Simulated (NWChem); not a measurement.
C$_{3}$H$_{6}$FNSi; SMILES [SiH3]/C=N/C(F)=C

```xyz
12

C      1.0325     2.5497     0.0000
C      0.1377     1.5578     0.0000
F     -1.1903     1.8508     0.0000
N      0.4918     0.2205     0.0000
C     -0.4215    -0.6891     0.0000
Si     0.0666    -2.5141     0.0000
H      2.0868     2.3073     0.0000
H      0.7191     3.5863     0.0000
H     -1.4845    -0.4087     0.0000
H      1.5428    -2.6449     0.0000
H     -0.5092    -3.1765    -1.2029
H     -0.5092    -3.1765     1.2029
```
Atoms are numbered in this order, from 1.

All runs: NWChem. All runs use the structure optimised with B3LYP/6-31G* (spherical d). Total energies compare along this basis series because the functional is fixed.

| level | basis functions | energy (Ha) | highest occupied level (eV) | orbital gap (eV) | dipole (D) | relative time |
|---|---|---|---|---|---|---|
| PBE/3-21G | 70 | -558.4557 | -5.74 | 3.35 | 0.31 | 1 |
| PBE/pcseg-1 | 118 | -561.4375 | -6.37 | 3.53 | 0.17 | 4 |
| PBE/aug-pcseg-1 | 196 | -561.4528 | -6.43 | 3.51 | 0.10 | 10 |
| PBE/pcseg-2 | 268 | -561.6236 | -6.42 | 3.50 | 0.09 | 20 |
| PBE/def2-TZVPP | 281 | -561.6168 | -6.38 | 3.50 | 0.11 | 20 |

Times are rough ratios from one shared machine.
